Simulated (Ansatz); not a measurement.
`[SiH3][CH2][SnH2][Cl]` + `COB(O)F` → `COB(F)O[SiH3]` + `[CH3][SnH2][Cl]`  (ligand exchange at the Si–C bond)

Calculated with Ansatz (gas phase, PBE0-D4/def2-TZVP geometries, no zero-point term in ΔE). CCSD(T)/CBS adds triple-zeta CCSD(T) − MP2 to the extrapolated MP2 energy (def2 sets, frozen cores). Functionals use def2-TZVPP. B3LYP here is the variant with VWN-RPA as its local correlation; programs differ in this. Elements past krypton have def2 core potentials. For Sn outer-core shells are correlated without core-valence functions, which leaves a few kJ/mol of doubt a bond. Each species was taken in one conformer, which may not be the lowest.

`[SiH3][CH2][SnH2][Cl]`:

Z-matrix (Å, degrees):
```
Si
C 1 1.871
H 1 1.484 2 110.5
H 1 1.488 2 110.6 3 120.8
H 1 1.488 2 109.5 3 -119.8
Sn 2 2.134 1 114.5 3 62.3
H 2 1.094 1 110.0 3 -177.3
H 2 1.093 1 110.6 3 -58.4
Cl 6 2.339 2 105.8 1 -61.2
H 6 1.704 2 113.0 1 54.3
H 6 1.705 2 113.0 1 -176.3
```

`COB(O)F`:

Cartesian coordinates in Å:
```
C -0.114 0.519 1.254
O 0.741 0.508 0.128
B 0.451 -0.189 -0.984
O -0.681 -0.933 -1.111
F 1.327 -0.131 -1.992
H 0.433 0.129 2.115
H -1.008 -0.084 1.091
H -0.406 1.550 1.463
H -0.743 -1.370 -1.963
```

`COB(F)O[SiH3]`:

Cartesian coordinates in Å:
```
C -1.172 0.828 1.692
O -0.354 0.237 0.701
B -0.522 0.459 -0.623
F -1.489 1.263 -1.069
O 0.292 -0.134 -1.524
Si 1.564 -1.167 -1.299
H -1.944 1.462 1.252
H -0.545 1.428 2.354
H -1.645 0.036 2.276
H 2.624 -0.513 -0.493
H 2.082 -1.493 -2.648
H 1.109 -2.406 -0.619
```

`[CH3][SnH2][Cl]`:

Cartesian coordinates in Å:
```
C -0.244 -0.432 -1.073
Sn 0.023 0.246 0.925
Cl 1.971 1.546 0.897
H 0.629 -1.008 -1.377
H -1.134 -1.060 -1.141
H -0.357 0.428 -1.733
H -1.214 1.288 1.465
H 0.327 -1.009 2.038
```

CCSD(T)/CBS gives -20.4 kcal/mol.

**Question.** Another level gave -21.5 kcal/mol. Which?
A. MP2/def2-TZVPP
B. B3LYP/def2-TZVPP
C. PBE/def2-TZVPP
D. B3LYP-D4/def2-TZVPP

**Answer.** D. B3LYP-D4 -21.5, PBE -18.5, B3LYP -22.7, MP2/def2-TZVPP -20.4 kcal/mol.

Largest T1 diagnostic among the species: 0.012.

The D4 term adds +1.2 kcal/mol with B3LYP and +0.6 kcal/mol with PBE0; it sums over pairs of atoms, weighted by their polarisabilities, and B3LYP, whose exchange is more repulsive, gets the larger term. From PBE to PBE0 (25 % exact exchange), in def2-TZVPP and without D4, ΔE moves by −0.8 kcal/mol.
